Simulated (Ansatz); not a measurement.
SnCl₄⁻. Charge -1, multiplicity 2. Geometry B3LYP-D4/def2-SVP, that of the neutral singlet; atoms count from 1.

```csv
atom,x (Å),y (Å),z (Å)
Sn1,0.0000,0.0000,0.0000
Cl2,-2.2680,0.4078,0.3749
Cl3,1.1903,0.3456,1.9785
Cl4,0.7901,1.4533,-1.6475
Cl5,0.2876,-2.2067,-0.7059
```

In the def2 sets Sn takes a core potential; there is no spin–orbit coupling.

Q: Estimate the Mulliken populations from the PBE0/def2-TZVPD orbitals of Ansatz.

A: 
| atom | charge (e) | spin (α − β) |
| --- | --- | --- |
| Sn1 | 1.00 | 0.62 |
| Cl2 | -0.50 | 0.10 |
| Cl3 | -0.50 | 0.10 |
| Cl4 | -0.50 | 0.10 |
| Cl5 | -0.50 | 0.10 |
Mulliken values depend strongly on the basis. With diffuse functions, as here, like atoms can get unlike values, and bond orders can come out too low or too high.

Q: Where does the spin sit?

A: Summed by element: Sn 0.62, Cl 0.38, of 1 unpaired in all. Largest on single atoms: Sn1 0.62, Cl2 0.10, Cl3 0.10.

Q: And the Mayer bond orders between heavy atoms (over 0.3)?

A: Sn1–Cl2 0.66 (2.33 Å); Sn1–Cl3 0.66 (2.33 Å); Sn1–Cl4 0.66 (2.33 Å); Sn1–Cl5 0.66 (2.33 Å).
